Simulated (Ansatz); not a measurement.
Total energies of `C[NH][Hf]([F])([F])[F]`.

```xyz
10

C    -1.0616    0.6308   -0.9068
N     0.0451    0.7136    0.0296
Hf    1.0094   -0.8399    0.8654
F    -0.2699   -1.9020    1.8113
F     2.3637   -0.1241    2.0027
F     1.7177   -1.9307   -0.5375
H    -0.8200    1.0896   -1.8715
H    -1.9682    1.1050   -0.5159
H    -1.3120   -0.4157   -1.1070
H     0.2956    1.6734    0.2296
```

Total charge 0; spin multiplicity 1. Correlated methods include outer-core shells of Hf, which these sets cover unevenly. Hf takes the def2 core potential. The geometry is a stationary point of PBE0-D4/def2-TZVP. It is one conformer, not always the lowest. Basis def2-TZVPP, Ansatz.

RPA on PBE orbitals: Hartree–Fock energy of these orbitals -440.82728 Eh, correlation -2.21199 Eh (frozen core).

| functional | energy without D4 (Eh) | D4 term (kJ/mol) |
| --- | --- | --- |
| LDA (SPW92) | -440.45477 | – |
| PBE | -442.91277 | -16.8 |
| revPBE | -443.21125 | -46.6 |
| BLYP | -443.22139 | -35.5 |
| r2SCAN | -443.14420 | -4.3 |
| B3LYP | -443.31850 | -26.7 |
| r2SCANh | -443.10277 | -4.6 |
| r2SCAN0 | -443.04282 | -5.0 |
| BHLYP | -443.02382 | -21.8 |
| LC-ωPBE | -443.09891 | – |
| ωB97X-V | -443.14095 | – |
| ωB97M-V | -443.10168 | – |
| B2PLYP | -442.95980 | – |
| PBE-QIDH | -442.75504 | – |

Question: Give the same for B97M-V, PBE0, HSE06 (plane-wave form), CAM-B3LYP. (Best estimate.)

Answer: The calculation gave: 
```tsv
functional	energy without D4 (Eh)	D4 term (kJ/mol)
B97M-V	-443.18441	–
PBE0	-442.88067	-14.3
HSE06 (plane-wave form)	-442.86214	-13.4
CAM-B3LYP	-443.14577	-14.6
```

B3LYP takes the VWN-RPA correlation (the form of Gaussian; ORCA's B3LYP/G). HSE06 is the plane-wave form, built on full-range PBE exchange. The double hybrids freeze the cores in their second-order part.

LC-ωPBE has ω = 0.4 bohr⁻¹.
